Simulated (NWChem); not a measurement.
Molecule: InICl2; SMILES [Cl][In]([Cl])[I]

```xyz
4

In     0.0000     0.0000     0.7114
Cl     0.0000    -1.9867     1.9269
Cl     0.0000     1.9867     1.9269
I      0.0000     0.0000    -1.9260
```
Atoms are numbered in this order, from 1.

Level: PBE0/def2-SVP with def2 effective core potentials on In, I (NWChem), optimised geometry, unscaled harmonic frequencies. def2 effective core potentials on In, I; no spin-orbit coupling.

Problem. List the harmonic frequencies with IR intensities, and the thermochemistry.

Solution. 
```
frequency (cm⁻¹)  IR intensity (km/mol)
----------------  ---------------------
68                                  3.4
88                                  9.5
92                                  9.2
208                                14.5
370                                44.8
396                                57.1
```

* **zero-point energy**: 1.7 kcal/mol
* **thermal correction to the enthalpy at 298.15 K (with zero-point energy)**: 6.3 kcal/mol
* **heat capacity Cv**: 16.7 cal/(mol K)
* **entropy at 298.15 K and 1 atm (symmetry number 2)**: 88.1 cal/(mol K)

Rigid rotor and harmonic oscillator; modes under 100 cm⁻¹ make the entropy uncertain.
